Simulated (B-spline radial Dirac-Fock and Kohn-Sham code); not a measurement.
Method: ΔSCF Dirac-Fock with Breit, self-energy and vacuum polarisation, finite nucleus, configuration average. Computed with a radial B-spline solver. Free neutral atoms.

Problem. Order these X-ray lines by photon energy, lowest first.
A. Tb Lα1
B. Ce Lβ7
C. Lu Lα1
D. Te Lβ1
E. Ho Lα2
F. Lu Lβ15

Solution. D (4030.6 eV), B (5684.7 eV), A (6273.6 eV), E (6680.2 eV), C (7655.1 eV), F (9036.5 eV).
